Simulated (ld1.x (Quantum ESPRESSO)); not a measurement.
What the settings do to the TM potential of copper (Cu)

Base potential:

| Property | Result |
| --- | --- |
| Element | copper |
| Generator | ld1.x (Quantum ESPRESSO) 7.5 |
| Type | norm-conserving Troullier–Martins (Kleinman–Bylander form) |
| Functional | BLYP |
| Relativity | non-relativistic |
| Frozen core | [Ne] 3s2 |
| Valence charge | 17 |
| Reference configuration | 3p6 3d10 4s0 4p1 |
| Partial waves | 4s (bound, empty): rc 0.75 bohr; 3p (bound): rc 0.85 bohr; 3d (bound): rc 0.90 bohr |
| Local potential | all-electron potential smoothed inside 0.75 bohr (lloc = -2) |
| Core correction | a·sin(br)/r model core inside 0.40 bohr |

Occupied shells without a wave of their own: 4p. They enter only through the test configuration that unscreens the potential, and ld1.x also counts them in the model core charge.

All-electron outer shells of the reference configuration (BLYP, non-relativistic, ld1.x):

| shell | level (eV) | outermost node (bohr) | outermost maximum (bohr) |
| --- | --- | --- | --- |
| 2p | -914.00 | – | 0.16 |
| 3s | -112.79 | 0.29 | 0.62 |
| 3p | -73.04 | 0.26 | 0.62 |
| 3d | -7.22 | – | 0.60 |
| 4s | -5.90 | 0.90 | 2.24 |
| 4p | -1.66 | 0.98 | 3.30 |

Cutoffs, loose and tight: the cutoffs (Ry, on a coarse ladder) from which the occupation-weighted sum of valence levels, in a spherical-Bessel basis at the reference potential, stays within 10 and 1 mRy of its value at 400 Ry. They do not see the model core or the augmentation charge, which bear on the density cutoff. Test errors are all-electron minus pseudo excitation energies from the reference, over the configurations 3p6 3d10 4s1 4p0; 3p6 3d10 4s0 4p0; 3p6 3d9 4s0 4p0; 3p6 3d10 4s0.5 4p0; 3p6 3d9 4s1 4p0; 3p6 3d8 4s0 4p0; 3p6 3d7 4s0 4p0. A dash means not determined; rows that change the core or the reference have their own tests. The largest error is taken over the tests solved by every variant that gives reliable tests at all: 3p6 3d10 4s0 4p0; 3p6 3d7 4s0 4p0; 3p6 3d8 4s0 4p0; 3p6 3d9 4s0 4p0.

With those shells counted twice in exchange and correlation these files are broken, and their errors move erratically; no question is asked of them.

A true bound ghost makes a file unfit for plane-wave use even where its test errors are small: the radial tests pick states by their node count and pass the ghost by. Where a test does run into it, the solver fails or the error is huge.

For the base: The 4s radius (0.75 bohr) lies inside the outermost node of the all-electron wave (0.90 bohr), which a nodeless pseudo-wave cannot match soundly.

```tsv
change	outcome	cutoff, loose	cutoff, tight	bound ghosts	largest test error (meV)
base	generated	260 Ry	over 300 Ry	s	-640
reference 3p6 3d10 4s1 4p0	failed: run_pseudo: Errors in PS-KS equation	–	–	–	–
local potential all-electron potential smoothed inside 0.86 bohr (lloc = -2)	generated	260 Ry	over 300 Ry	s	-658
core correction a·sin(br)/r model core inside 0.42 bohr	generated	260 Ry	over 300 Ry	s	-640
scalar-relativistic	generated	260 Ry	over 300 Ry	s	-618
wave 3d (bound): rc 0.90 bohr becomes 3d (bound): rc 1.32 bohr	generated	160 Ry	300 Ry	s	-524
wave 3p (bound): rc 0.85 bohr becomes 3p (bound): rc 0.72 bohr	generated	260 Ry	over 300 Ry	s	-635
wave 4s (bound): rc 0.75 bohr becomes 4s (bound): rc 1.16 bohr	generated	260 Ry	over 300 Ry	s	-641
local potential the s channel	generated	260 Ry	over 300 Ry	s (extra level of the local part)	-685
core [Ne], valence charge 19; reference 3s2 3p6 3d10 4s0 4p0; waves now 3s (bound): rc 1.00 bohr; 3d (bound): rc 0.75 bohr; 3p (bound): rc 0.75 bohr; local potential the p channel; core correction a·sin(br)/r model core inside 0.80 bohr	generated	over 300 Ry	over 300 Ry	none	+459
```
